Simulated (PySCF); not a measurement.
Species: C₃H₆N₂OSi.
SMILES: `Cc1nnc([SiH3])o1`

Jobs on this species (13 atoms, 60 electrons) with PySCF (density fitting). Hardware of each: an Intel Xeon Platinum 8488C with one thread, no GPU, shared host. Times come from a shared host and carry two figures at best. Peak memory is the resident size of the whole Python process, interpreter and libraries included.

```
                        level and settings                                                                          work  basis functions  SCF cycles  wall time  peak memory
PBE0/6-31G, fitting basis def2-qzvpp-jkfit         12 singlets by TDA, polarisability, density and orbital grids written               79           ?          ?            ?
                              PBE0/pcseg-1  spin–spin couplings from 12 perturbed nuclei, spin–dipole term for 3 of them              132           ?          ?            ?
                             PBE0/pcSseg-1         shieldings, ring-centre shieldings, density and orbital grids written              156          14       27 s     0.73 GiB
      PBE0/MINI, energy threshold 1e-11 Eh  spin–spin couplings from 12 perturbed nuclei, spin–dipole term for 3 of them               45          12       11 s     0.42 GiB
```

Fill in the missing figures.

- PBE0/6-31G, fitting basis def2-qzvpp-jkfit; 12 singlets by TDA, polarisability, density and orbital grids written: 18 s, 0.51 GiB, 10 SCF cycles
- PBE0/pcseg-1; spin–spin couplings from 12 perturbed nuclei, spin–dipole term for 3 of them: 30 s, 0.75 GiB, 14 SCF cycles

What do all jobs in the table cost together?

About 86 s; the longest takes about 35 % of that, and about 2.7 times as long as the shortest.
